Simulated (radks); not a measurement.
Results of a calculation; reference values are marked as such.
Dynamic dipole polarisability and lines of the iodine ion I5+, [Kr] 4d10 5s2. Code: a radial shooting solver on a logarithmic mesh with Libxc functionals. Model: scalar-relativistic Kohn-Sham, exchange-only LDA, spin-unpolarised, spherical densities, finite nucleus; Fermi nuclear charge, rms radius of each element as measured or else 0.836 A^(1/3) + 0.57 fm. Time-dependent linear response with the Hartree and adiabatic exchange-only LDA kernel, continuum included through the Sternheimer equations, no spin-orbit coupling, so fine structure and intercombination lines are absent. Lines are the poles of the dipole polarisability below minus the highest occupied eigenvalue, found on a grid refined at the orbital gaps; the lowest seven at most are given, and weak or close lines can be missed. The first line takes the name of the lowest orbital gap if no other gap lies below it; otherwise a line is named after a gap within 0.6 % of it, if that gap stands alone.

photon energy (eV),alpha (bohr^3)
0,5.725
1.118,5.747
7.823,7.100
14.529,24.44
21.234,-4.752
27.940,-0.7409
34.645,0.4653
41.351,4.040
48.056,2.097
54.762,-3.163
61.467,0.7875

Lines (eV, oscillator strength): 16.169 (76.68 nm, 5s-5p), f = 1.57; 41.587 (29.81 nm, 5s-6p), f = 0.0782; 52.187 (23.76 nm, unassigned), f = 0.0836; 53.304 (23.26 nm, unassigned), f = 0.875; 57.400 (21.60 nm, 5s-8p), f = 0.0206; 60.391 (20.53 nm, 5s-9p), f = 0.0147; 62.276 (19.91 nm, unassigned), f = 0.0103. Higher lines, where found, are left out when the end of the mesh affects them. Those listed give 83 % of the static polarisability (sum of f/w^2). Orbital energy gaps for comparison: 5s-5p 13.466 eV; 5s-6p 41.650 eV; 4d-5p 52.063 eV; 5s-7p 52.229 eV; 5s-8p 57.421 eV. At laser wavelengths: 1550 nm 5.736, 1064 nm 5.749, 780 nm 5.769, 532 nm 5.821, 355 nm 5.946, 266 nm 6.133, 193 nm 6.569 bohr^3.
